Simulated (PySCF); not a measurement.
Compound: C₅H₁₀AlCl.
Atom-mapped SMILES: `[CH3:1][C@@H:2]1[CH2:3][CH2:4][CH2:5][Al:6]1[Cl:7]` (hydrogens: H8, H9, H10 on C1; H11 on C2; H12, H13 on C3; H14, H15 on C4; H16, H17 on C5)

Cartesian coordinates in Å at the GFN2-xTB level; atoms count from 1:
```xyz
17
C5H10AlCl angstrom
C      2.261   -0.251   -0.180
C      0.886   -0.360    0.488
C     -0.221   -0.728   -0.516
C     -1.608   -0.536    0.116
C     -1.822    0.930    0.534
Al     0.015    1.302    1.236
Cl     0.790    2.842    2.299
H      2.249    0.496   -0.974
H      2.560   -1.205   -0.616
H      3.018    0.043    0.547
H      0.948   -1.181    1.219
H     -0.115   -1.759   -0.865
H     -0.146   -0.073   -1.390
H     -1.672   -1.175    1.000
H     -2.379   -0.864   -0.587
H     -2.672    1.009    1.220
H     -2.100    1.521   -0.348
```

The closed-shell SCF was solved with PySCF and density fitting under several settings on one GFN2-xTB geometry (grid level 2 and gas phase unless stated).

```json
{"settings": "PBE0/pcSseg-1", "basis functions": "183", "SCF cycles": "12", "E (Eh)": "-898.6902", "HOMO (eV)": "-6.89", "LUMO (eV)": "-0.92", "dipole (D)": "1.23"}
{"settings": "PBE0/def2-SVPD", "basis functions": "231", "SCF cycles": "12", "E (Eh)": "-898.4037", "HOMO (eV)": "-6.84", "LUMO (eV)": "-0.85", "dipole (D)": "1.17"}
{"settings": "PBE0/def2-SVPD, IEF-PCM cyclohexane", "basis functions": "231", "SCF cycles": "12", "E (Eh)": "-898.4057", "HOMO (eV)": "-6.72", "LUMO (eV)": "-0.66", "dipole (D)": "1.30"}
{"settings": "LDA/pcseg-1, fitting basis def2-universal-jkfit", "basis functions": "156", "SCF cycles": "11", "E (Eh)": "-894.8098", "HOMO (eV)": "-5.81", "LUMO (eV)": "-1.94", "dipole (D)": "1.39"}
{"settings": "BP86/pcSseg-1, start guess huckel", "basis functions": "183", "SCF cycles": "28", "E (Eh)": "-899.2593", "HOMO (eV)": "-5.80", "LUMO (eV)": "-1.73", "dipole (D)": "1.22"}
```

Task: Estimate the rows for these settings: (1) OLYP/pcSseg-1, IEF-PCM dimethylsulfoxide; (2) B3LYP/pcSseg-1; (3) mPW1PW91/6-311G**.

Result: 
```
                                settings  basis functions  SCF cycles     E (Eh)  HOMO (eV)  LUMO (eV)  dipole (D)
OLYP/pcSseg-1, IEF-PCM dimethylsulfoxide              183          14  -899.1168      -5.27      -0.87        1.25
                          B3LYP/pcSseg-1              183          12  -899.2416      -6.68      -1.10        1.14
                       mPW1PW91/6-311G**              202          12  -899.2972      -6.87      -0.91        1.39
```

Task: Over all rows, what range does the HOMO–LUMO gap span?

Result: From 3.87 eV (LDA/pcseg-1, fitting basis def2-universal-jkfit) to 6.06 eV (PBE0/def2-SVPD, IEF-PCM cyclohexane). The functional of the narrowest has no exact exchange, that of the widest 25 % exact exchange.

Task: And the dipole moment?

Result: From 1.14 D to 1.39 D; the largest is 1.22 times the smallest, and the median is 1.24 D.

Task: Compare two rows with the functional PBE0: PBE0/pcSseg-1 and PBE0/def2-SVPD. Which energy is lower, and by how much?

Result: PBE0/pcSseg-1 (183 functions) lies 0.2865 Eh or 180 kcal/mol below PBE0/def2-SVPD (231 functions). The smaller set gives the lower energy; the two sets aren't nested, so the variational bound doesn't order them by size.

Cycle counts include a coarse-grid stage where the run had one. All basis functions are spherical, in the Pople sets too. The species at its GFN2-xTB geometry (one conformer only).
